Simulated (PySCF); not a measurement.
CH7NOSi3, SMILES O[Si@H]1N=C([SiH3])[SiH2]1. Atoms are numbered in the order given.

```xyz
13

O      2.8644     0.4398     0.6011
Si     1.5052    -0.5115     0.4555
N     -0.0387     0.1915     1.0919
C     -0.8399     0.1158     0.0651
Si    -2.6901     0.5385     0.2224
Si     0.2225    -0.3980    -1.4881
H      3.4025     0.3231     1.3972
H      1.7320    -1.8229     1.1285
H     -3.4767    -0.6723    -0.1503
H     -3.0351     0.9682     1.6016
H     -3.0222     1.6156    -0.7533
H     -0.2030    -1.5455    -2.3454
H      0.4705     0.7740    -2.3769
```

Geometry: TPSSh-D3(BJ)/def2-SVP. The structure was generated by enumeration; whether it is a known compound was not checked. The values are those of a single conformer.

Level of theory: PBE0/pcSseg-1 (PySCF).

GIAO shieldings, no solvent; atoms listed in one row are averaged. δ = σ(ref) − σ: ¹⁷O against H2O (σ = 334.2 ppm); ²⁹Si against TMS (σ = 352.7 ppm); ¹⁵N against NH3 (σ = 267.4 ppm); ¹³C against TMS (σ = 186.3 ppm); ¹H against TMS (σ = 31.56 ppm), references at their B3LYP-D3(BJ)/def2-TZVP geometries, non-relativistic.

Computed chemical shifts:
```csv
nucleus,atoms,count,δ (ppm)
¹⁷O,O1,1,62.1
²⁹Si,Si2,1,-4.9
²⁹Si,Si6,1,-16.6
²⁹Si,Si5,1,-69.8
¹⁵N,N3,1,662.2
¹³C,C4,1,253.7
¹H,H12,1,5.99
¹H,H8,1,5.83
¹H,H13,1,5.49
¹H,"H9, H10, H11",3,4.57
¹H,H7,1,3.09
```
